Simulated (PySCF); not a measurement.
**Diatomics of K with the fifth-period p block**

PBE with double-zeta basis sets in PySCF, for the lowest determinant that a PBE0 search found; no spin–orbit coupling. De refers to high-spin ground-configuration atoms. A positive dipole means M(−)K(+).

```json
{"M": "Sn", "basis": "def2-SVP", "state (unpaired electrons)": "quartet (σ ↑, π ↑↑)", "Re (Å)": "3.299", "ωe (cm⁻¹)": "128", "De (eV)": "1.29", "μ (D)": "8.67"}
{"M": "Sb", "basis": "def2-SVP", "state (unpaired electrons)": "triplet (π ↑↑)", "Re (Å)": "3.360", "ωe (cm⁻¹)": "135", "De (eV)": "1.20", "μ (D)": "7.99"}
{"M": "Te", "basis": "def2-SVP", "state (unpaired electrons)": "doublet (π ↑)", "Re (Å)": "3.193", "ωe (cm⁻¹)": "162", "De (eV)": "2.18", "μ (D)": "9.79"}
{"M": "I", "basis": "def2-SVP", "state (unpaired electrons)": "singlet (closed shell)", "Re (Å)": "3.078", "ωe (cm⁻¹)": "180", "De (eV)": "3.32", "μ (D)": "10.59"}
```

The shortest bond is that of KI (3.078 Å), the longest that of KSb (3.360 Å).

The state changes along the series, so neighbouring rows are not always alike in their bonding.

Spin–orbit coupling is left out, which matters for elements this heavy, above all for dissociation energies. States were picked by a PBE0 search and need not be the measured ground states.
